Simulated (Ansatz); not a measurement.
`N[SiH]1C=N1` → C• + 4 H• + 2 N• + Si•  (atomization)

Gas-phase electronic energies from Ansatz, PBE0-D4/def2-TZVP geometries. CCSD(T)/CBS is the MP2 limit (def2-TZVPP, def2-QZVPP) plus CCSD(T) − MP2 in def2-TZVPP, frozen cores. This one scheme is used for every species, atoms too. DFT in def2-TZVPP. No spin–orbit coupling; open shells (•) take unrestricted orbitals. Spin–orbit coupling would lower the free atoms: a little for C, Si. One conformer a species, not always the lowest.

`N[SiH]1C=N1`:

Cartesian coordinates in Å:
```
N -0.139 1.095 0.986
Si -0.372 -0.337 0.112
C 0.395 -0.695 -1.434
N 0.971 -1.334 -0.472
H 0.621 1.729 0.809
H -0.566 1.237 1.885
H -1.591 -1.002 0.603
H 0.681 -0.693 -2.489
```

| level | ΔE (kcal/mol) |
| --- | --- |
| BHLYP-D4 | 671.7 |
| CAM-B3LYP-D4 | 703.2 |
| revPBE | 688.8 |
| r2SCAN | 695.3 |
| HF/def2-TZVPP | 457.4 |
| MP2/def2-TZVPP | 686.7 |
| SCS-MP2/def2-TZVPP | 687.8 |
| SCS-MP2/def2-QZVPP | 705.8 |

Problem. What does CCSD(T)/CBS give? (Best estimate.)

Solution. The calculation gave: +698.0 kcal/mol. The listed levels differ from it by -26.3, 5.2, -9.2, -2.7, -240.6, -11.3, -10.2, 7.8 kcal/mol.

Largest T1 diagnostic among the species: 0.013.

From PBE to PBE0 (25 % exact exchange), in def2-TZVPP and without D4, ΔE moves by −20.2 kcal/mol: exact exchange takes away binding that semilocal exchange gives to molecules. At CCSD(T), def2-SVP lies −61.2 kcal/mol from the extrapolated value and def2-TZVPP −26.0 kcal/mol: correlation converges slowly with the basis, and small sets miss more of it in the bonded molecule than in its fragments.

For atomizations the MP2-based limit and the directly extrapolated one differ by several kJ/mol either way, and by 10 to 25 for some Ge, Se and Sn compounds, so smaller differences from it don't rank the levels.
